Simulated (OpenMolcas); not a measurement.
## Multiplet structure of O⁺

```
Program             : OpenMolcas
Method              : SS-CASPT2, IPEA 0.25 Eh, imaginary shift 0.1 Eh (closed shells correlated: 1s)
Basis               : ANO-RCC-VTZP [4s3p2d1f]
Scalar Hamiltonian  : DKH2, point nucleus
Active space        : 5 electrons in 8 orbitals (2s 2p 3s 3p)
State averaging     : 2S+1 = 4 odd, 1 root; 2S+1 = 2 odd, 8 roots; 2S+1 = 4 even, 3 roots; 2S+1 = 2 even, 9 roots
Spin-orbit coupling : state interaction with AMFI integrals over the reference wave functions, term energies averaged over their components
```

Spin-free terms above the lowest, with the occupations of the reference (each correlating shell added to its valence partner):

```
Configuration  Term  E (cm-1)      Occupations
      2s2 2p3   4S*       0.0  2s 2.00 2p 3.00
      2s2 2p3   2D*     27890  2s 2.00 2p 3.00
      2s2 2p3   2P*     41300  2s 1.94 2p 3.06
       2s 2p4    4P    120470  2s 1.00 2p 4.00
       2s 2p4    2D    168270  2s 1.02 2p 3.98
```

With spin-orbit coupling, above the lowest level:

| Configuration | Term | J | E (cm-1) | Measured (cm-1) | g | Term weight % |
| --- | --- | --- | --- | --- | --- | --- |
| 2s2 2p3 | 4S* | 3/2 | 0.0 | 0.0 | 2.002 | 100 |
| 2s2 2p3 | 2D* | 3/2 | 27880 | 26831 | 0.800 | 100 |
| 2s2 2p3 | 2D* | 5/2 | 27890 | 26811 | 1.200 | 100 |
| 2s2 2p3 | 2P* | 1/2 | 41300 | 40470 | 0.666 | 100 |
| 2s2 2p3 | 2P* | 3/2 | 41300 | 40468 | 1.334 | 100 |
| 2s 2p4 | 4P | 5/2 | 120390 | 119837 | 1.601 | 100 |
| 2s 2p4 | 4P | 3/2 | 120520 | 120000 | 1.735 | 100 |
| 2s 2p4 | 4P | 1/2 | 120600 | 120083 | 2.671 | 100 |
| 2s 2p4 | 2D | 3/2 | 168260 | 165996 | 0.800 | 100 |
| 2s 2p4 | 2D | 5/2 | 168280 | 165988 | 1.200 | 100 |

Against the 9 measured excited levels shown (NIST Handbook of Basic Atomic Spectroscopic Data) the mean absolute deviation is 1100 cm-1; the largest miss in energy is 2s 2p4 2D 5/2: computed 168280, measured 165988 cm-1 (+1.4 %), and the largest in proportion 2s2 2p3 2D* 5/2 (+4.0 %).

CASPT2 does not keep the components of a term degenerate, so their means are used; among the terms shown or strongly mixed into the levels shown the widest spread is 110 cm-1 (2s 2p4 2D). The run also gave levels led by 2s2 2p2 3s, which use shells meant for correlation; these and all levels above them are left out. Computed and measured levels are paired by configuration, term and J; levels that our copy of the source lacks, or whose pairing is in doubt (as where it misses far off the trend of its configuration), stay unpaired and out of the deviations. Levels of configurations outside the active space are missing. The first state left out of the spin-orbit step lies near 220000 cm-1 above the lowest spin-free state of the reference (among the parities and spins computed), and the list stops at four fifths of that energy or lower.

The term weight is that of the spin-free term in the level, not the purity of its configuration. * marks odd parity.
